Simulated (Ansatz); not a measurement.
Task: Name a neutral molecule of B, C, N and H with HOMO–LUMO gap (ωB97M-V/def2-TZVPP) between 11.25 and 11.55 eV and size of the dipole moment (B3LYP/def2-TZVPP) between 2.05 and 2.35 D (Ansatz, PBE0-D4/def2-TZVP geometry).

Result: `BN=C` (11.52 eV, 2.09 D); `BCBN` (11.39 eV, 2.10 D). Other molecules can fit too; these were computed, each in one conformer that needn't be the lowest.

B3LYP here is the variant with VWN-RPA as its local correlation; programs differ in this.
